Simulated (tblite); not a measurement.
Start geometry of `CC1=C[Si@@](F)(C(Cl)Cl)CC1` from a force field or distance geometry (Å):
```
atom  x, y, z in Å
C1     2.6593    0.5502    0.5754
C2     1.2594    0.0620    0.2125
C3     0.2431    0.2912    1.0253
Si4   -1.3175   -0.4424    0.2825
F5    -1.5172   -1.9303    1.0859
C6    -2.7727    0.6336    0.2799
Cl7   -3.8477    0.1261    1.6212
Cl8   -2.4549    2.3571    0.4874
C9    -0.4653   -0.7004   -1.3629
C10    0.9484   -0.6915   -0.9651
H11    2.9952    0.1303    1.5231
H12    3.3492    0.1594   -0.2154
H13    2.7055    1.6561    0.6000
H14    0.2067    0.8256    1.9640
H15   -3.4048    0.5314   -0.6329
H16   -0.8322   -1.5586   -1.9116
H17   -0.6304    0.2112   -2.0171
H18    1.6510   -0.4355   -1.8103
H19    1.2152   -1.7662   -0.7493
```

Q: What comes out of this run: GFN2-xTB geometry optimisation, gas phase (tblite 0.8.0)?

A: 
```
atom  x, y, z in Å
C1     2.626    0.389    0.705
C2     1.234    0.015    0.325
C3     0.218   -0.121    1.185
Si4   -1.337   -0.617    0.298
F5    -2.078   -1.974    0.797
C6    -2.781    0.655    0.310
Cl7   -3.162    1.119    1.983
Cl8   -2.335    2.102   -0.617
C9    -0.432   -0.831   -1.355
C10    0.953   -0.196   -1.138
H11    2.702    0.597    1.769
H12    3.309   -0.424    0.459
H13    2.948    1.267    0.147
H14    0.345    0.050    2.241
H15   -3.707    0.279   -0.123
H16   -0.322   -1.892   -1.571
H17   -0.927   -0.382   -2.212
H18    0.993    0.780   -1.627
H19    1.742   -0.806   -1.584
```

The energy falls by 0.850 eV over 137 L-BFGS steps, the largest force on an atom goes from 4.47 to 0.010 eV/Å, and the atoms move by 0.773 Å rms after alignment. The bond that changes most is Si4–C6 (fluorine-bound silicon to CHCl2 carbon), which lengthens by 0.115 Å. Bonds longer at the end by more than 0.005 Å: 7 of 19; shorter: 10. Among the angles that change most is F5–Si4–C6, from 115.2° to 102.0°. Among the dihedrals that turn most is H11–C1–C2–C10, from -119° to 175°. Rotational constants go from 1321, 553.7, 469.0 to 1125, 569.3, 524.6 MHz. The orientation of the end geometry is arbitrary; only internal coordinates are fixed.

Its GFN2-xTB frequencies are all real (lowest 23 cm⁻¹). One conformer, not necessarily the lowest.

The numbers are calculated, not measured.
